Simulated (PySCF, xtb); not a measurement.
CH₄N₂OSi, SMILES N#CO[SiH2]N. One conformer was computed; it need not be the lowest.

Harmonic wavenumbers (cm⁻¹) from GFN2-xTB (xtb) at its own minimum, in rising order: 54, 110, 194, 253, 467, 489, 497, 544, 589, 648, 740, 799, 831, 941, 1262, 1502, 2246, 2325, 2469, 3473, 3537.

What does B3LYP-D3(BJ)/def2-SVP run with PySCF 2.14.0 give at its own minimum? (An estimate is asked for; the answer gives what the named calculation found.)

35, 107, 265, 278, 400, 509, 511, 556, 675, 778, 888, 896, 927, 958, 1207, 1542, 2279, 2291, 2395, 3580, 3674. Paired by order, the mean absolute difference is 61 cm⁻¹ and the zero-point energies are 34.3 and 35.4 kcal/mol.
